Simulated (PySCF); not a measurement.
Two species compared at the same levels of theory.

First species: C5H6FNSi2.
Atom-mapped SMILES: `[H]/[N:8]=[CH:7]/[C:6]1=[CH:5][Si@@:3]([C:2]#[CH:1])([F:4])[SiH2:9]1` (hydrogens: H10 on C1; H11 on C5; H12 on C7; H13 on N8; H14, H15 on Si9)

Second species: C₄H₉ClOSi₂.
SMILES with atom numbers: `[O:1]=[CH:2][C@@H:3]1[SiH2:4][CH2:5][Si@@H:6]1[CH2:7][Cl:8]` (hydrogens: H9 on C2; H10 on C3; H11, H12 on Si4; H13, H14 on C5; H15 on Si6; H16, H17 on C7)

Levels: CAM-B3LYP/def2-SVPD for dipole moment, HOMO energy, LUMO energy, HOMO–LUMO gap, static isotropic polarisability and electronic spatial extent ⟨r²⟩ about the centre of nuclear charge; TDDFT CAM-B3LYP/def2-SVPD for lowest singlet excitation; TDA CAM-B3LYP/def2-SVPD for lowest triplet excitation (Tamm–Dancoff); GFN2-xTB for rotational constant A and rotational constant C. Geometries: GFN2-xTB. All species are isolated and taken at one optimised geometry, non-relativistic unless stated; the electronic structure was computed with PySCF and density fitting.

Dipoles, sizes and rotational constants follow the conformer. The torsions of the flexible species, by atom-mapped SMILES:
- `[H]/[N:8]=[CH:7]/[C:6]1=[CH:5][Si@@:3]([C:2]#[CH:1])([F:4])[SiH2:9]1`: C5–C6–C7–N8 -179°
- `[O:1]=[CH:2][C@@H:3]1[SiH2:4][CH2:5][Si@@H:6]1[CH2:7][Cl:8]`: O1–C2–C3–Si4 36°, C5–Si6–C7–Cl8 -172°

Values for the first species:

```
Dipole moment                                                     : 2.50 D
HOMO energy                                                       : -9.12 eV
LUMO energy                                                       : -0.89 eV
HOMO–LUMO gap                                                     : 8.23 eV
Lowest singlet excitation                                         : 4.47 eV
Lowest triplet excitation (Tamm–Dancoff)                          : 3.52 eV
Static isotropic polarisability                                   : 117.6 au
Electronic spatial extent ⟨r²⟩ about the centre of nuclear charge : 1884 bohr²
Rotational constant A                                             : 2.301 GHz
Rotational constant C                                             : 0.624 GHz
```

Q: Estimate the same properties for the second species, and the change in each.

A: 
```
                                                         property       first      second  second less first
                                                    dipole moment      2.50 D      2.96 D            +0.46 D
                                                      HOMO energy    -9.12 eV    -8.80 eV           +0.32 eV
                                                      LUMO energy    -0.89 eV     0.30 eV           +1.19 eV
                                                    HOMO–LUMO gap     8.23 eV     9.10 eV           +0.87 eV
                                        lowest singlet excitation     4.47 eV     4.43 eV           -0.04 eV
                         lowest triplet excitation (Tamm–Dancoff)     3.52 eV     3.91 eV           +0.39 eV
                                  static isotropic polarisability    117.6 au    111.1 au            -6.5 au
electronic spatial extent ⟨r²⟩ about the centre of nuclear charge  1884 bohr²  1703 bohr²         -181 bohr²
                                            rotational constant A   2.301 GHz   2.068 GHz         -0.233 GHz
                                            rotational constant C   0.624 GHz   0.682 GHz         +0.058 GHz
```

On the first: In wavenumbers S1 is 36000 cm⁻¹ (1 eV = 8065.54 cm⁻¹). The principal polarisabilities are 87.2, 101.9 and 163.8 au; their mean is the isotropic value.

On the second: The principal polarisabilities are 97.1, 106.3 and 129.9 au; their mean is the isotropic value. S1 lies 4.67 eV below the HOMO–LUMO gap; its leading configuration is HOMO→LUMO, weight 0.86.
